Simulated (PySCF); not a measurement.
Mapped SMILES: `[PH2:1][GeH:2]([Br:3])[Br:4]` (H(Xn): hydrogen on atom n).

Theoretical values (PySCF): geometry from PBE0-D3(BJ)/def2-SVP, σ from GIAO-PBE0/pcSseg-1. One conformer, rapidly exchanging positions averaged, in vacuum, non-relativistic.

Scale: ¹H (σ = 31.27 ppm) against TMS; ³¹P (σ = 310.13 ppm) against H3PO4; ⁷³Ge (σ = 1330.28 ppm) vs GeMe4; HBr for ⁷⁹Br (σ = 2584.45 ppm) (reference shieldings calculated alike).

```
  atoms  nucleus  count  δ (ppm)
     P1      ³¹P      1   -202.1
  H(P1)       ¹H      2        ?
Br3/Br4     ⁷⁹Br      2      206
 H(Ge2)       ¹H      1        ?
    Ge2     ⁷³Ge      1      138
```

**Question.** Fill in the missing shifts.

**Answer.** 
- H(Ge2): 6.77 ppm, hydrogen on a germanium bonded to 2 Br, P
- H(P1): 2.71 ppm, hydrogen on a phosphorus bonded to Ge

Relativistic effects, spin–orbit coupling among them, are left out; they matter for Br, Ge and for the light atoms bonded to it. Experimental scales use liquid or dissolved standards, which lie at an offset from isolated H3PO4.
